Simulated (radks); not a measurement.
Isoelectronic series with 51 electrons, all held in the configuration [Kr] 4d10 5s2 5p3, which need not be the ground one along the series. All-electron calculation, Dirac Kohn-Sham, PBE, spin-unpolarised, spherical densities, point nucleus; open shells fill j = l - 1/2 first. Program: a radial shooting solver on a logarithmic mesh with Libxc functionals. Total energies (hartree) and mean radii <r> (bohr):

ion   E (hartree)  5p3/2  5p1/2  5s1/2
Sb    -6483.51920  2.982  2.838  2.232
Te+   -6796.47875  2.521  2.422  2.036
I2+   -7117.93185  2.238  2.158  1.878
Xe3+  -7447.90267  2.035  1.965  1.749
Cs4+   -7786.4260  1.877  1.815  1.641
Ba5+   -8133.5431  1.749  1.691  1.547
La6+   -8489.3007  1.641  1.588  1.466
Ce7+   -8853.7492  1.549  1.499  1.395
Pr8+   -9226.9431  1.469  1.421  1.331
Nd9+   -9608.9398  1.398  1.352  1.273
